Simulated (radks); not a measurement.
Results of a calculation; reference values are marked as such.
Q: The table gives one normalised radial function P(r) = r R(r) of Be3+ in 1s1 (r in bohr). Code: a radial shooting solver on a logarithmic mesh with Libxc functionals. Model: non-relativistic Kohn-Sham, r2SCAN, spin-polarised, spherical densities, point nucleus; open shells are filled with parallel spins first; meta-GGA in the generalised Kohn-Sham scheme.

r         P
0.01259  0.1920
0.01353  0.2056
0.01465  0.2217
0.01575  0.2372
0.01706  0.2557
0.01833  0.2733
0.01986  0.2943
0.02134  0.3144
0.02312  0.3382
0.02484  0.3609
0.02691  0.3877
0.02892  0.4133
0.03133  0.4435
0.03367  0.4721
0.03618  0.5023
0.0392   0.5376
0.04212  0.5709
0.04563  0.6098
0.04904  0.6465
0.05312  0.6889
0.05709  0.7286
0.06185  0.7744
0.06646  0.8169
0.072    0.8655
0.07737  0.9102
0.08382  0.9608
0.09007  1.0068
0.0968   1.0531
0.1049   1.1044
0.1127   1.1501
0.1221   1.1997
0.1312   1.2429
0.1421   1.2885
0.1527   1.3268
0.1654   1.3657
0.1778   1.3965
0.1926   1.4254
0.207    1.4459
0.2224   1.4603
0.241    1.4686
0.259    1.4683
0.2805   1.4588
0.3015   1.4415
0.3266   1.4122
0.3509   1.3765
0.3802   1.3266
0.4086   1.2728
0.4426   1.2036
0.4756   1.1337
0.5152   1.0487
0.5537   0.9668
0.595    0.8813
0.6446   0.7839
0.6927   0.6958
0.7504   0.5994
0.8064   0.5157
0.8736   0.4281
0.9388   0.3553
1.017    0.2825
1.093    0.2249
1.184    0.1702
1.272    0.1291
1.378    0.0922
1.481    0.0661

Which n and l does it have? It may be an empty orbital.

A: n = 1, l = 0: the number of nodes gives n - l - 1 = 0, the rise at small r (about r^(l+1)) gives l, and the extent must fit the shell. The curve is that of 1s up; the table hardly tells the two spins apart. 1s up: eigenvalue -195.23 eV, 0 radial nodes, <r> = 0.376 bohr, 90 % of the charge inside 0.668 bohr.
